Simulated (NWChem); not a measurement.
Molecule: hydrogen telluride (H2Te); SMILES [TeH2]

Program: NWChem. The geometry was optimised at PBE0/def2-SVP. def2 effective core potentials on Te; no spin-orbit coupling. LC-ωPBE (HJS hole) with def2-SVP; x = 1 − exp(−ω/0.25 bohr⁻¹) is a scale chosen for this fit.

| row | x | −ε(HOMO) (eV) |
|---|---|---|
| ω = 0.15 | 0.451 | 7.41 |
| ω = 0.20 | 0.551 | 7.91 |
| ω = 0.25 | 0.632 | withheld |
| ω = 0.50 | 0.865 | 9.34 |
| ω = 0.60 | 0.909 | 9.51 |

Fit a straight line of the last column on the one before it, predict the withheld value, and compare with the run.


1. Means of the 4 shown rows: x = 0.6940, y = 8.543. Slope Σ(x − x̄)(y − ȳ)/Σ(x − x̄)² = 0.7100/0.1550 = 4.582; intercept 5.363.
2. The shown rows scatter about the line by 0.019 (root mean square); the largest residual is +0.02, at ω = 0.20.
3. At x = 0.632 (ω = 0.25; inside the shown range) the line gives 8.26.
4. The run gives 8.30, +0.04 from the line.
